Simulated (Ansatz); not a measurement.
Ansatz (a program for electronic structure) input (HF/3-21G): The .json file is the Basis Set Exchange's 3-21G.

Ansatz 0.2 input:
```yaml
crystal:
  periodic: [false, false, false]
  atoms:
    - {symbol: N, position_ang: [1.46757269, 0.07534181, -0.13112019]}
    - {symbol: Si, position_ang: [-0.23829234, 0.08961877, -0.36306456]}
    - {symbol: O, position_ang: [-1.20935339, -0.30224921, 1.01434460]}
    - {symbol: H, position_ang: [1.98067157, 0.86125323, 0.21437536]}
    - {symbol: H, position_ang: [2.02526521, -0.75085295, -0.21282497]}
    - {symbol: H, position_ang: [-0.66692995, 1.45275446, -0.74244058]}
    - {symbol: H, position_ang: [-0.60109585, -0.92721657, -1.37312138]}
basis:
  gaussian:
    orbitals: 3-21G.json
hamiltonian:
  xc: {name: HF}
magnetization: {spin_polarized: true, initial_magnetization: 1}
phonons: {temperatures: {t_min: 298.15, t_max: 298.15, t_step: 100}}
```

Output:

```
Functional definition: HF
integrals: 0.00 GiB planned
469 factors; integrals over basis functions are off by at most 3.3e-4 eV
mean field: 0.10 GiB planned
mean field evaluation 1: about -11373.2177 eV, gradient 3.5e1 eV
mean field evaluation 2: about -11373.3386 eV, gradient 3.5e1 eV
mean field evaluation 4: about -11380.1159 eV, gradient 5.4e0 eV
mean field evaluation 8: about -11382.7029 eV, gradient 3.9e0 eV
mean field evaluation 16: about -11383.3238 eV, gradient 1.9e-3 eV
mean field evaluation 32: about -11383.4698 eV, gradient 2.8e-5 eV
mean field evaluation 64: about -11383.3200 eV, gradient 1.9e-1 eV
mean field evaluation 96: about -11381.8215 eV, gradient 1.9e0 eV
mean field evaluation 128: about -11383.3208 eV, gradient 6.7e-1 eV
mean field -11383.46975678 eV, -418.3347975685 hartree, gradient 1.7e-7 eV, S^2 0.754682; 2 other end points of the search recorded, 0 dependent functions left out
the calculation of the forces begins
reference -11383.46975678 eV, -418.3347975685 hartree; 17, 16 occupied and 22, 23 virtual orbitals, 469 factors
these checks for a lower state are left out or cut short: stability, starts, cluster_reference, orbital_swaps, neighbouring_geometries, increment
integrals: 0.00 GiB planned
469 factors; integrals over basis functions are off by at most 3.3e-4 eV
mean field: 0.10 GiB planned
mean field -11383.46973091 eV, -418.3347966179 hartree, gradient 3.2e-6 eV, S^2 0.754684; 0 other end points of the search recorded, 0 dependent functions left out
the calculation of the forces begins
reference -11383.46973091 eV, -418.3347966179 hartree; 17, 16 occupied and 22, 23 virtual orbitals, 469 factors
these checks for a lower state are left out or cut short: stability, starts, cluster_reference, orbital_swaps, neighbouring_geometries, increment
integrals: 0.00 GiB planned
469 factors; integrals over basis functions are off by at most 3.3e-4 eV
mean field: 0.10 GiB planned
mean field -11383.46972569 eV, -418.3347964262 hartree, gradient 1.5e-6 eV, S^2 0.754679; 0 other end points of the search recorded, 0 dependent functions left out
the calculation of the forces begins
reference -11383.46972569 eV, -418.3347964262 hartree; 17, 16 occupied and 22, 23 virtual orbitals, 469 factors
these checks for a lower state are left out or cut short: stability, starts, cluster_reference, orbital_swaps, neighbouring_geometries, increment
integrals: 0.00 GiB planned
469 factors; integrals over basis functions are off by at most 3.3e-4 eV
mean field: 0.10 GiB planned
mean field evaluation 160: about -11383.2977 eV, gradient 5.3e-1 eV
mean field -11383.46952778 eV, -418.3347891530 hartree, gradient 2.0e-6 eV, S^2 0.754685; 0 other end points of the search recorded, 0 dependent functions left out
the calculation of the forces begins
reference -11383.46952778 eV, -418.3347891530 hartree; 17, 16 occupied and 22, 23 virtual orbitals, 469 factors
these checks for a lower state are left out or cut short: stability, starts, cluster_reference, orbital_swaps, neighbouring_geometries, increment
integrals: 0.00 GiB planned
469 factors; integrals over basis functions are off by at most 3.3e-4 eV
mean field: 0.10 GiB planned
mean field -11383.46952955 eV, -418.3347892181 hartree, gradient 1.9e-6 eV, S^2 0.754678; 0 other end points of the search recorded, 0 dependent functions left out
the calculation of the forces begins
reference -11383.46952955 eV, -418.3347892181 hartree; 17, 16 occupied and 22, 23 virtual orbitals, 469 factors
these checks for a lower state are left out or cut short: stability, starts, cluster_reference, orbital_swaps, neighbouring_geometries, increment
integrals: 0.00 GiB planned
469 factors; integrals over basis functions are off by at most 3.3e-4 eV
mean field: 0.10 GiB planned
mean field -11383.46963592 eV, -418.3347931273 hartree, gradient 6.2e-6 eV, S^2 0.754681; 0 other end points of the search recorded, 0 dependent functions left out
the calculation of the forces begins
reference -11383.46963592 eV, -418.3347931273 hartree; 17, 16 occupied and 22, 23 virtual orbitals, 469 factors
these checks for a lower state are left out or cut short: stability, starts, cluster_reference, orbital_swaps, neighbouring_geometries, increment
integrals: 0.00 GiB planned
469 factors; integrals over basis functions are off by at most 3.3e-4 eV
mean field: 0.10 GiB planned
mean field -11383.46964016 eV, -418.3347932829 hartree, gradient 6.5e-6 eV, S^2 0.754683; 0 other end points of the search recorded, 0 dependent functions left out
the calculation of the forces begins
reference -11383.46964016 eV, -418.3347932829 hartree; 17, 16 occupied and 22, 23 virtual orbitals, 469 factors
these checks for a lower state are left out or cut short: stability, starts, cluster_reference, orbital_swaps, neighbouring_geometries, increment
[...]
mean field -11383.46973922 eV, -418.3347969233 hartree, gradient 4.3e-6 eV, S^2 0.754690; 0 other end points of the search recorded, 0 dependent functions left out
the calculation of the forces begins
reference -11383.46973922 eV, -418.3347969233 hartree; 17, 16 occupied and 22, 23 virtual orbitals, 469 factors
these checks for a lower state are left out or cut short: stability, starts, cluster_reference, orbital_swaps, neighbouring_geometries, increment
integrals: 0.00 GiB planned
469 factors; integrals over basis functions are off by at most 3.3e-4 eV
mean field: 0.10 GiB planned
mean field evaluation 224: about -11383.2978 eV, gradient 5.3e-1 eV
mean field -11383.46970233 eV, -418.3347955678 hartree, gradient 1.3e-6 eV, S^2 0.754681; 0 other end points of the search recorded, 0 dependent functions left out
the calculation of the forces begins
reference -11383.46970233 eV, -418.3347955678 hartree; 17, 16 occupied and 22, 23 virtual orbitals, 469 factors
these checks for a lower state are left out or cut short: stability, starts, cluster_reference, orbital_swaps, neighbouring_geometries, increment
integrals: 0.00 GiB planned
469 factors; integrals over basis functions are off by at most 3.3e-4 eV
mean field: 0.10 GiB planned
mean field -11383.46970087 eV, -418.3347955140 hartree, gradient 1.4e-6 eV, S^2 0.754682; 0 other end points of the search recorded, 0 dependent functions left out
the calculation of the forces begins
reference -11383.46970087 eV, -418.3347955140 hartree; 17, 16 occupied and 22, 23 virtual orbitals, 469 factors
these checks for a lower state are left out or cut short: stability, starts, cluster_reference, orbital_swaps, neighbouring_geometries, increment
integrals: 0.00 GiB planned
469 factors; integrals over basis functions are off by at most 3.3e-4 eV
mean field: 0.10 GiB planned
mean field -11383.46965322 eV, -418.3347937629 hartree, gradient 1.2e-6 eV, S^2 0.754682; 0 other end points of the search recorded, 0 dependent functions left out
the calculation of the forces begins
reference -11383.46965322 eV, -418.3347937629 hartree; 17, 16 occupied and 22, 23 virtual orbitals, 469 factors
these checks for a lower state are left out or cut short: stability, starts, cluster_reference, orbital_swaps, neighbouring_geometries, increment
integrals: 0.00 GiB planned
469 factors; integrals over basis functions are off by at most 3.3e-4 eV
mean field: 0.10 GiB planned
mean field -11383.46965209 eV, -418.3347937213 hartree, gradient 1.4e-6 eV, S^2 0.754682; 0 other end points of the search recorded, 0 dependent functions left out
the calculation of the forces begins
reference -11383.46965209 eV, -418.3347937213 hartree; 17, 16 occupied and 22, 23 virtual orbitals, 469 factors
these checks for a lower state are left out or cut short: stability, starts, cluster_reference, orbital_swaps, neighbouring_geometries, increment
integrals: 0.00 GiB planned
469 factors; integrals over basis functions are off by at most 3.3e-4 eV
mean field: 0.10 GiB planned
mean field -11383.46973723 eV, -418.3347968502 hartree, gradient 1.7e-6 eV, S^2 0.754682; 0 other end points of the search recorded, 0 dependent functions left out
the calculation of the forces begins
reference -11383.46973723 eV, -418.3347968502 hartree; 17, 16 occupied and 22, 23 virtual orbitals, 469 factors
these checks for a lower state are left out or cut short: stability, starts, cluster_reference, orbital_swaps, neighbouring_geometries, increment
integrals: 0.00 GiB planned
469 factors; integrals over basis functions are off by at most 3.3e-4 eV
mean field: 0.10 GiB planned
mean field evaluation 256: about -11383.4697 eV, gradient 2.1e-5 eV
mean field -11383.46973582 eV, -418.3347967986 hartree, gradient 2.0e-6 eV, S^2 0.754682; 0 other end points of the search recorded, 0 dependent functions left out
the calculation of the forces begins
reference -11383.46973582 eV, -418.3347967986 hartree; 17, 16 occupied and 22, 23 virtual orbitals, 469 factors
these checks for a lower state are left out or cut short: stability, starts, cluster_reference, orbital_swaps, neighbouring_geometries, increment
integrals: 0.00 GiB planned
469 factors; integrals over basis functions are off by at most 3.3e-4 eV
mean field: 0.10 GiB planned
mean field -11383.46974307 eV, -418.3347970649 hartree, gradient 2.1e-6 eV, S^2 0.754678; 0 other end points of the search recorded, 0 dependent functions left out
the calculation of the forces begins
reference -11383.46974307 eV, -418.3347970649 hartree; 17, 16 occupied and 22, 23 virtual orbitals, 469 factors
these checks for a lower state are left out or cut short: stability, starts, cluster_reference, orbital_swaps, neighbouring_geometries, increment
integrals: 0.00 GiB planned
469 factors; integrals over basis functions are off by at most 3.3e-4 eV
mean field: 0.10 GiB planned
mean field -11383.46974453 eV, -418.3347971186 hartree, gradient 1.8e-6 eV, S^2 0.754685; 0 other end points of the search recorded, 0 dependent functions left out
the calculation of the forces begins
reference -11383.46974453 eV, -418.3347971186 hartree; 17, 16 occupied and 22, 23 virtual orbitals, 469 factors
these checks for a lower state are left out or cut short: stability, starts, cluster_reference, orbital_swaps, neighbouring_geometries, increment
integrals: 0.00 GiB planned
469 factors; integrals over basis functions are off by at most 3.3e-4 eV
mean field: 0.10 GiB planned
mean field -11383.46970559 eV, -418.3347956877 hartree, gradient 2.5e-6 eV, S^2 0.754685; 0 other end points of the search recorded, 0 dependent functions left out
the calculation of the forces begins
reference -11383.46970559 eV, -418.3347956877 hartree; 17, 16 occupied and 22, 23 virtual orbitals, 469 factors
these checks for a lower state are left out or cut short: stability, starts, cluster_reference, orbital_swaps, neighbouring_geometries, increment
integrals: 0.00 GiB planned
469 factors; integrals over basis functions are off by at most 3.3e-4 eV
mean field: 0.10 GiB planned
mean field -11383.46970251 eV, -418.3347955745 hartree, gradient 2.6e-6 eV, S^2 0.754678; 0 other end points of the search recorded, 0 dependent functions left out
the calculation of the forces begins
reference -11383.46970251 eV, -418.3347955745 hartree; 17, 16 occupied and 22, 23 virtual orbitals, 469 factors
these checks for a lower state are left out or cut short: stability, starts, cluster_reference, orbital_swaps, neighbouring_geometries, increment
integrals: 0.00 GiB planned
469 factors; integrals over basis functions are off by at most 3.3e-4 eV
mean field: 0.10 GiB planned
mean field evaluation 288: about -11383.4697 eV, gradient 2.6e-6 eV
mean field -11383.46974692 eV, -418.3347972064 hartree, gradient 3.0e-6 eV, S^2 0.754678; 0 other end points of the search recorded, 0 dependent functions left out
the calculation of the forces begins
reference -11383.46974692 eV, -418.3347972064 hartree; 17, 16 occupied and 22, 23 virtual orbitals, 469 factors
these checks for a lower state are left out or cut short: stability, starts, cluster_reference, orbital_swaps, neighbouring_geometries, increment
integrals: 0.00 GiB planned
469 factors; integrals over basis functions are off by at most 3.3e-4 eV
mean field: 0.10 GiB planned
mean field -11383.46974761 eV, -418.3347972316 hartree, gradient 2.5e-6 eV, S^2 0.754685; 0 other end points of the search recorded, 0 dependent functions left out
the calculation of the forces begins
reference -11383.46974761 eV, -418.3347972316 hartree; 17, 16 occupied and 22, 23 virtual orbitals, 469 factors
Total energy: -11383.46975678 eV, -418.3347975685 hartree
Atom 0 at     1.467573     0.075342    -0.131120 Å, force    -0.000091     0.000274    -0.001044 eV/Å
Atom 1 at    -0.238292     0.089619    -0.363065 Å, force     0.000871    -0.000212     0.000891 eV/Å
Atom 2 at    -1.209353    -0.302249     1.014345 Å, force    -0.000801    -0.000065     0.000160 eV/Å
Atom 3 at     1.980672     0.861253     0.214375 Å, force     0.000289     0.000100     0.000311 eV/Å
Atom 4 at     2.025265    -0.750853    -0.212825 Å, force     0.000298    -0.000226     0.000225 eV/Å
Atom 5 at    -0.666930     1.452754    -0.742441 Å, force    -0.000296     0.000549    -0.000143 eV/Å
Atom 6 at    -0.601096    -0.927217    -1.373121 Å, force    -0.000269    -0.000421    -0.000400 eV/Å
Dipole moment:     0.490912     0.076436    -0.237200 e Å
Vibrations: 97.94 328.19 426.57 654.29 739.61 825.10 936.85 971.34 1008.97 1055.59 1784.87 2329.87 2331.11 3745.07 3843.68 cm⁻¹, zero-point energy 1.306735 eV
```

The blocks after the first are displaced geometries, from whose forces the wavenumbers follow.
